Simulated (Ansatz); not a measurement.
Abstraction of H: CH2F2 + SiH2(SeH) → CHF2 + SiH3(SeH)

Species: CH2F2 (difluoromethane) `FCF`, singlet; SiH2(SeH), doublet; CHF2 (difluoromethyl radical) `F[CH]F`, doublet; SiH3(SeH), singlet. A radical takes H: the energy is the difference in strength between the C–H bond broken and the Si–H bond made.

Shapes, held fixed at every level: PBE0-D4/def2-TZVP. Flexible molecules stand in one conformer, not always the lowest. Programs: Ansatz 0.2.0. The zero-point and thermal change to 298 K, harmonic and unscaled (PBE0-D4/def2-TZVP), is -10.8 kJ/mol.

```csv
level,kind,ΔH(298 K) (kJ/mol),less CCSD(T)/def2-TZVPP,CPU time (sum over the molecules)
MP2/def2-SVP,perturbation theory,+52.4,+1.2,–
SPW92/def2-TZVPP,LDA,+61.6,+10.4,4.2 s
PBE-D4/def2-TZVPP,GGA,+54.7,+3.5,9.1 s
r2SCAN0-D4/def2-TZVPP,global hybrid,+44.5,-6.7,26 s
wB97X-V/def2-TZVPP,range-separated hybrid,+42.6,-8.6,38 s
B2PLYP/def2-TZVPP,double hybrid,+48.4,-2.8,15 s
CCSD(T)/def2-TZVPP,coupled cluster or CI,+51.2,0.0,2 min
```

The highest level, CCSD(T)/def2-TZVPP, gives ΔH(298 K) = +51.2 kJ/mol; the levels span +42.6 to +61.6. The column of differences is taken from that level and isn't an error. No measured value is set beside it here. Open shells run unrestricted. Relativity is left out for Se. Outer-core shells of Se are correlated, in sets that cover them unevenly. Times are processor times on shared x86 and Arm servers, and rough.
